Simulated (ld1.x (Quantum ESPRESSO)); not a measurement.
## What one change does to a pseudopotential (Sb, TM)

```
Element                 : Sb (Z = 51)
Generator               : ld1.x (Quantum ESPRESSO) 7.5
Type                    : norm-conserving Troullier–Martins (Kleinman–Bylander form)
Functional              : PBE
Relativity              : scalar-relativistic
Frozen core             : [Kr]
Valence charge          : 15
Reference configuration : 4d10 5s2 5p3
Partial waves           : 5p (bound): rc 1.75 bohr; 4d (bound): rc 1.05 bohr; 5s (bound): rc 2.05 bohr
Local potential         : the s channel
Core correction         : none
```

Change: all radii scaled by about 1.24 (s 2.54, p 2.18, d 1.30 bohr).

Cutoffs: the cutoffs (Ry, on a coarse ladder) from which the occupation-weighted sum of valence levels, in a spherical-Bessel basis at the reference potential, stays within 10 and 1 mRy of its value at 400 Ry; they do not see the model core or the augmentation charge, which bear on the density cutoff. Errors are all-electron minus pseudo energies relative to the spin-unpolarised reference configuration.

**Question.** How do hardness, ghosts and transferability respond?

**Answer.** The potential gets softer (110 Ry and 180 Ry → 100 Ry and 160 Ry); of the 7 tests that both files solve, the error grows in 5 and shrinks in 0 by more than 15 % and 0.3 meV (median size 3.1 → 13.3 meV); neither file shows a bound ghost. A larger radius leaves more room for a smooth pseudo-wave, so fewer plane waves are needed. More of the atom is replaced by a form fitted at one configuration, so other configurations suffer.

```csv
quantity,base,changed
"cutoff, loose",110 Ry,100 Ry
"cutoff, tight",180 Ry,160 Ry
loose cutoff by channel (10 mRy a level),"p 25 Ry, d 90 Ry, s 12 Ry","p 10 Ry, d 90 Ry, s 8 Ry"
bound ghosts,none,none
"error for 4d10 5s2 5p2, meV [ΔE 8.32 eV]",-0.3,+0.8
"error for 4d10 5s2 5p1, meV [ΔE 24.28 eV]",+3.1,+11
"error for 4d10 5s2 5p0, meV [ΔE 48.70 eV]",+15,+47
"error for 4d10 5s1 5p0, meV [ΔE 92.99 eV]",+65,+98
"error for 4d10 5s2 5p2.5, meV [ΔE 3.26 eV]",-0.3,-0.2
"error for 4d10 5s1 5p4, meV [ΔE 8.11 eV]",+0.6,-13
"error for 4d9 5s2 5p4, meV [ΔE 31.12 eV]",-328,-324
```
